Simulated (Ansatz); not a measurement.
What each rung costs, and what it gives

The pair of N2 (SMILES N#N, atoms 1–2) and AsH3 (SMILES [AsH3], atoms 3–6), both closed shells, in one local arrangement (a lower one may exist), relaxed at PBE0-D4/def2-TZVP:

N1  (0.051, 0.230, -2.385)
N2  (0.713, 0.518, -3.201)
As3  (0.390, -0.079, 1.167)
H4  (0.084, -0.246, 2.649)
H5  (-0.785, 0.867, 0.974)
H6  (-0.454, -1.289, 0.798)
(Å)

Interaction energies are counterpoise-corrected; the time is that of the whole pair.

Ansatz 0.2.0; basis: as named in each row; cores frozen in the correlated methods. Filled d shells of the heavier atoms are correlated. The def2 sets are not built for correlating such inner shells, so the correlated values are less sure here. B3LYP uses VWN-RPA correlation. Extrapolation: Hartree–Fock as exp(−7.88 √X), correlation as X^−2.97.

Times are rough, for one single point on 2 threads of a shared host (Arm Neoverse V2).

The estimate by CCSD(T) at an estimated basis limit (MP2 extrapolated from triple and quadruple zeta, plus CCSD(T) − MP2 in triple zeta) is -2.4 kJ/mol.

| method | basis | time (s) | interaction energy (kJ/mol) | method less estimate |
| --- | --- | --- | --- | --- |
| HF | STO-3G | under 1 | 0.0 | 2.4 |
| PBE-D4 | STO-3G | under 1 | -3.0 | -0.6 |
| SPW92 | def2-SVP | under 1 | -4.4 | -2.0 |
| PBE-D4 | def2-SVP | under 1 | -3.3 | -0.9 |
| B3LYP-D4 | 6-31G | under 1 | -3.3 | -0.9 |
| PBE0-D4 | def2-SVP | under 1 | -3.1 | -0.7 |
| revPBE-D4 | def2-TZVPPD | 1 | -1.7 | 0.7 |
| CCSD(T) | def2-SVP | 2 | -0.8 | 1.6 |
| PBE-D4 | def2-TZVPPD | 2 | -3.1 | -0.7 |
| BLYP-D4 | def2-TZVPPD | 2 | -1.7 | 0.7 |
| PBE0-D4 | def2-TZVPPD | 2 | -2.7 | -0.3 |
| B3LYP-D4 | def2-TZVPPD | 2 | -2.1 | 0.3 |
| HSE06-D4 | def2-TZVPPD | 2 | -2.7 | -0.3 |
| r2SCAN-D4 | def2-TZVPPD | 3 | -1.9 | 0.5 |
| wB97M-V | def2-SVP | 3 | -2.8 | -0.4 |
| B2PLYP | def2-TZVPPD | 4 | -0.5 | 2.0 |
| wB97X-V | def2-TZVPPD | 6 | -2.5 | -0.1 |
| B97M-V | def2-TZVPPD | 6 | -2.5 | -0.1 |
| wB97M-V | def2-TZVPPD | 6 | -2.3 | 0.1 |
| MP2 | def2-QZVPPD | 11 | -2.9 | -0.5 |
| CCSD(T) | def2-TZVPPD | 51 | -1.9 | 0.5 |

T1 diagnostic: at most 0.014.
